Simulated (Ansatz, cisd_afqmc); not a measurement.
System: Bi, charge 0, quartet.

Total energies in def2-TZVPPD, 5 correlated electrons, 9 frozen orbitals. UHF or UKS for unpaired electrons; spin-orbit terms are left out. Cores are frozen in correlated methods (noble-gas shells, and filled d and f shells in the p block). Past Kr the def2 sets carry scalar-relativistic core potentials. The Monte Carlo rows (phaseless AFQMC, CISD trial, step 0.005/hartree) carry one-sigma bars that omit the constraint's bias. Outlying blocks are dropped, and bars are widened where a walk drifts. Over all cases where full CI ran beside it in this data, AFQMC minus full CI had a median of +0.1 mEh and passed +0.4 mEh in a tenth of the cases. Spin-orbit terms, left out, reach several kcal/mol for Br and I, and more for heavier atoms.

```tsv
method	program	energy (Eh)	minus CCSDTQ (mEh)
HF	Ansatz	-213.59380	63.24
MP2	Ansatz	-213.64460	12.44
CCSD	Ansatz	-213.65491	2.13
CCSD(T)	Ansatz	-213.65662	0.42
CCSDT(Q)	Ansatz	-213.65703	0.00
CCSDTQ	Ansatz	-213.65704	0.00
AFQMC/CISD	cisd_afqmc	-213.6570 ± 0.0001	0.1 ± 0.1
```

Ansatz is a first-principles code.
